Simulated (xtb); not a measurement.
Si(H)2(OH)(NMe2) (C2H9NOSi), SMILES CN([SiH2]O)C. All values are semi-empirical tight-binding results from xtb (GFN2-xTB unless named), good for trends rather than for accurate numbers. Geometry: GFN2-xTB. Other conformers were not sampled.

```
Quantity                                         Result
----------------------------------------  -------------
orbital gap                                     5.42 eV
dipole moment                                    1.56 D
zero-point energy                         69.5 kcal/mol
G − E(el) at 298.15 K (modified RRHO)     49.9 kcal/mol
static polarisability (D4 model)             70.2 bohr³
solvation energy, GFN2-xTB/ALPB(water)    -3.6 kcal/mol
solvation energy, GFN2-xTB/ALPB(benzene)  -3.8 kcal/mol
```
